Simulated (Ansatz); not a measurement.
Ansatz (an electronic-structure program) job for C3H7NSi, SMILES NC=C=C[SiH3], PBE-D3(BJ)/def2-SVP. 

Ansatz 0.2 input:
```yaml
crystal:
  periodic: [false, false, false]
  atoms:
    - {symbol: N, position_ang: [-1.89472221, 0.64132650, -1.91904701]}
    - {symbol: C, position_ang: [-1.73580111, 0.15427830, -0.62213905]}
    - {symbol: C, position_ang: [-0.67284594, -0.43762506, -0.11496961]}
    - {symbol: C, position_ang: [0.42045845, -0.93152098, 0.42071544]}
    - {symbol: Si, position_ang: [1.77119358, 0.16277443, 1.12329487]}
    - {symbol: H, position_ang: [-2.82777181, 0.50538887, -2.29309893]}
    - {symbol: H, position_ang: [-1.19251560, 0.31297457, -2.57305833]}
    - {symbol: H, position_ang: [-2.58345837, 0.34669504, 0.04766538]}
    - {symbol: H, position_ang: [0.55155941, -2.02483602, 0.46497989]}
    - {symbol: H, position_ang: [1.98243848, -0.12351794, 2.57786733]}
    - {symbol: H, position_ang: [3.07431788, -0.09105343, 0.42987688]}
    - {symbol: H, position_ang: [1.39090717, 1.59542789, 0.95132815]}
basis:
  gaussian:
    orbitals: def2-SVP
hamiltonian:
  xc: pbe
  dispersion: d3bj
relax: {f_tol: 0.002, max_steps: 200}
```

Log of the run:

```
WARN ansatz: RAYON_NUM_THREADS=1 ignored (pool sized by the plan → 1); use --threads N
Functional definition: PBE
integrals: 0.05 GiB planned
1248 factors; their error is unknown
mean field: 0.29 GiB planned
mean field evaluation 1: about -12564.9253 eV, gradient 6.2e1 eV
mean field evaluation 2: about -12553.3106 eV, gradient 9.1e1 eV
mean field evaluation 4: about -12574.4483 eV, gradient 9.6e0 eV
mean field evaluation 8: about -12574.7028 eV, gradient 1.5e-1 eV
mean field evaluation 16: about -12574.6254 eV, gradient 4.8e-4 eV
mean field -12574.62540897 eV, -462.1089603926 hartree, gradient 6.8e-5 eV, S^2 0.000000; 0 other end points of the search recorded, 0 dependent functions left out
the calculation of the forces begins
reference -12574.62544947 eV, -462.1089618807 hartree; 23, 23 occupied and 86, 86 virtual orbitals, 1248 factors
relax step   1: F+E_penalty+E_count = -12574.86742648 eV  Δ(F+E_penalty+E_count) = +0.000e0 eV  max|allowed force component| = 3.699e-1 eV/Å  Δτ_max = 0.0000 Å  (29 SCF iters, accepted)
these checks for a lower state are left out or cut short: starts, cluster_reference, orbital_swaps, neighbouring_geometries, increment
integrals: 0.05 GiB planned
1248 factors; their error is unknown
mean field: 0.29 GiB planned
mean field -12574.64412656 eV, -462.1096482511 hartree, gradient 2.5e-5 eV, S^2 0.000000; 0 other end points of the search recorded, 0 dependent functions left out
the calculation of the forces begins
reference -12574.64416728 eV, -462.1096497477 hartree; 23, 23 occupied and 86, 86 virtual orbitals, 1248 factors
relax step   2: F+E_penalty+E_count = -12574.88477600 eV  Δ(F+E_penalty+E_count) = -1.735e-2 eV  max|allowed force component| = 9.497e-2 eV/Å  Δτ_max = 0.0336 Å  (31 SCF iters, accepted)
these checks for a lower state are left out or cut short: starts, cluster_reference, orbital_swaps, neighbouring_geometries, increment
integrals: 0.05 GiB planned
1248 factors; their error is unknown
mean field: 0.29 GiB planned
mean field evaluation 32: about -12574.6340 eV, gradient 2.6e-5 eV
mean field -12574.63398000 eV, -462.1092753720 hartree, gradient 2.6e-5 eV, S^2 0.000000; 0 other end points of the search recorded, 0 dependent functions left out
the calculation of the forces begins
reference -12574.63402075 eV, -462.1092768695 hartree; 23, 23 occupied and 86, 86 virtual orbitals, 1248 factors
relax step   3: F+E_penalty+E_count = -12574.87383561 eV  Δ(F+E_penalty+E_count) = +1.094e-2 eV  max|allowed force component| = 3.191e-1 eV/Å  Δτ_max = 0.0870 Å  (30 SCF iters, rejected (line search))
these checks for a lower state are left out or cut short: starts, cluster_reference, orbital_swaps, neighbouring_geometries, increment
integrals: 0.05 GiB planned
1248 factors; their error is unknown
mean field: 0.29 GiB planned
mean field -12574.64530017 eV, -462.1096913805 hartree, gradient 2.6e-5 eV, S^2 0.000000; 0 other end points of the search recorded, 0 dependent functions left out
the calculation of the forces begins
reference -12574.64534100 eV, -462.1096928811 hartree; 23, 23 occupied and 86, 86 virtual orbitals, 1248 factors
relax step   4: F+E_penalty+E_count = -12574.88530887 eV  Δ(F+E_penalty+E_count) = -5.329e-4 eV  max|allowed force component| = 9.921e-2 eV/Å  Δτ_max = 0.0354 Å  (30 SCF iters, accepted)
these checks for a lower state are left out or cut short: starts, cluster_reference, orbital_swaps, neighbouring_geometries, increment
integrals: 0.05 GiB planned
1248 factors; their error is unknown
mean field: 0.29 GiB planned
mean field -12574.64575882 eV, -462.1097082355 hartree, gradient 2.6e-5 eV, S^2 0.000000; 0 other end points of the search recorded, 0 dependent functions left out
the calculation of the forces begins
reference -12574.64579960 eV, -462.1097097342 hartree; 23, 23 occupied and 86, 86 virtual orbitals, 1248 factors
relax step   5: F+E_penalty+E_count = -12574.88595499 eV  Δ(F+E_penalty+E_count) = -6.461e-4 eV  max|allowed force component| = 4.180e-2 eV/Å  Δτ_max = 0.0307 Å  (31 SCF iters, accepted)
these checks for a lower state are left out or cut short: starts, cluster_reference, orbital_swaps, neighbouring_geometries, increment
integrals: 0.05 GiB planned
1248 factors; their error is unknown
mean field: 0.29 GiB planned
mean field -12574.64652217 eV, -462.1097362882 hartree, gradient 2.6e-5 eV, S^2 0.000000; 0 other end points of the search recorded, 0 dependent functions left out
the calculation of the forces begins
reference -12574.64656294 eV, -462.1097377866 hartree; 23, 23 occupied and 86, 86 virtual orbitals, 1248 factors
relax step   6: F+E_penalty+E_count = -12574.88689071 eV  Δ(F+E_penalty+E_count) = -9.357e-4 eV  max|allowed force component| = 5.851e-2 eV/Å  Δτ_max = 0.0245 Å  (31 SCF iters, accepted)
these checks for a lower state are left out or cut short: starts, cluster_reference, orbital_swaps, neighbouring_geometries, increment
integrals: 0.05 GiB planned
1248 factors; their error is unknown
mean field: 0.29 GiB planned
mean field -12574.64666475 eV, -462.1097415277 hartree, gradient 2.6e-5 eV, S^2 0.000000; 0 other end points of the search recorded, 0 dependent functions left out
the calculation of the forces begins
reference -12574.64670552 eV, -462.1097430261 hartree; 23, 23 occupied and 86, 86 virtual orbitals, 1248 factors
relax step   7: F+E_penalty+E_count = -12574.88701458 eV  Δ(F+E_penalty+E_count) = -1.239e-4 eV  max|allowed force component| = 1.102e-2 eV/Å  Δτ_max = 0.0037 Å  (32 SCF iters, accepted)
these checks for a lower state are left out or cut short: starts, cluster_reference, orbital_swaps, neighbouring_geometries, increment
integrals: 0.05 GiB planned
1248 factors; their error is unknown
mean field: 0.29 GiB planned
mean field evaluation 64: about -12574.6467 eV, gradient 1.0e-4 eV
mean field -12574.64666623 eV, -462.1097415823 hartree, gradient 1.6e-5 eV, S^2 0.000000; 0 other end points of the search recorded, 0 dependent functions left out
the calculation of the forces begins
reference -12574.64670701 eV, -462.1097430808 hartree; 23, 23 occupied and 86, 86 virtual orbitals, 1248 factors
relax step   8: F+E_penalty+E_count = -12574.88702868 eV  Δ(F+E_penalty+E_count) = -1.410e-5 eV  max|allowed force component| = 7.395e-3 eV/Å  Δτ_max = 0.0030 Å  (23 SCF iters, accepted)
these checks for a lower state are left out or cut short: starts, cluster_reference, orbital_swaps, neighbouring_geometries, increment
integrals: 0.05 GiB planned
1248 factors; their error is unknown
mean field: 0.29 GiB planned
mean field -12574.64666661 eV, -462.1097415962 hartree, gradient 2.4e-5 eV, S^2 0.000000; 0 other end points of the search recorded, 0 dependent functions left out
the calculation of the forces begins
reference -12574.64670738 eV, -462.1097430946 hartree; 23, 23 occupied and 86, 86 virtual orbitals, 1248 factors
relax step   9: F+E_penalty+E_count = -12574.88703477 eV  Δ(F+E_penalty+E_count) = -6.091e-6 eV  max|allowed force component| = 1.924e-3 eV/Å  Δτ_max = 0.0023 Å  (22 SCF iters, accepted)
integrals: 0.05 GiB planned
1248 factors; their error is unknown
mean field: 0.29 GiB planned
mean field -12574.64666661 eV, -462.1097415962 hartree, gradient 2.4e-5 eV, S^2 0.000000; 1 other end points of the search recorded, 0 dependent functions left out
the calculation of the forces begins
reference -12574.64670738 eV, -462.1097430946 hartree; 23, 23 occupied and 86, 86 virtual orbitals, 1248 factors
Total energy: -12574.88707554 eV, -462.1185764616 hartree
Atom 0 at    -1.904541     0.654759    -1.926276 Å, force    -0.000495    -0.001924     0.000896 eV/Å
Atom 1 at    -1.749736     0.150888    -0.625329 Å, force     0.001370     0.001620    -0.000934 eV/Å
Atom 2 at    -0.680770    -0.451418    -0.114688 Å, force    -0.000827     0.000422     0.000143 eV/Å
Atom 3 at     0.424037    -0.939399     0.424741 Å, force    -0.000701    -0.001481     0.000404 eV/Å
Atom 4 at     1.782137     0.163252     1.128159 Å, force    -0.000095     0.000587     0.000531 eV/Å
Atom 5 at    -2.844619     0.517425    -2.308295 Å, force    -0.001098     0.000450     0.000105 eV/Å
Atom 6 at    -1.197373     0.319750    -2.586294 Å, force     0.000766     0.000404    -0.000395 eV/Å
Atom 7 at    -2.608791     0.343079     0.044136 Å, force     0.000283    -0.000029    -0.000243 eV/Å
Atom 8 at     0.568963    -2.039855     0.477906 Å, force     0.000361    -0.000420    -0.000446 eV/Å
Atom 9 at     1.994184    -0.117701     2.594848 Å, force     0.000301    -0.000062     0.000233 eV/Å
Atom 10 at     3.097161    -0.096494     0.435769 Å, force     0.000088     0.000267    -0.000096 eV/Å
Atom 11 at     1.403109     1.606027     0.948737 Å, force     0.000047     0.000165    -0.000199 eV/Å
Dipole moment:    -0.324904    -0.125952    -0.335323 e Å
```

The calculation finished and met its thresholds.
